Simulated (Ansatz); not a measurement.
System: CH₅GeO₃, net charge -1, singlet state. It need not be the lowest isomer of its formula. Whether it binds its extra electron was not tested at this geometry. 
Coordinates optimised at B3LYP-D3(BJ)/def2-TZVP (Ansatz, a program for electronic structure):
SMILES: [OH][Ge]([CH2-])([OH])[OH]
```xyz
10

C      1.9460     0.0573    -0.3482
Ge     0.1273    -0.0387    -0.0091
O     -0.7696    -1.0936    -1.1933
O     -0.6252     1.6431    -0.0626
O     -0.8307    -0.5288     1.5063
H      2.4860     0.5630     0.4552
H      2.3863    -0.9142    -0.5762
H     -1.5629    -1.3719    -0.7231
H     -0.0119     2.1640    -0.5924
H     -1.2433     0.2863     1.8128
```
Charge -1, spin multiplicity 1.

Basis-set convergence of Hartree-Fock and MP2 correlation energies (hartree) with Ansatz. Cores are frozen in the correlated levels unless marked. Spin-orbit coupling is left out. Frozen are the shells of the preceding noble gas and the d and f shells that filled before the atom's block. No relativistic terms. This anion needs diffuse functions, which these sets lack.

```csv
basis,functions,E(HF),"E(corr, MP2)"
cc-pVDZ,108,-2340.74559,-0.81624
cc-pVTZ,233,…,…
```

### Question
Some entries are withheld; supply them.

### Answer

- cc-pVTZ, E(HF): -2340.92794
- cc-pVTZ, E(corr, MP2): -1.04464
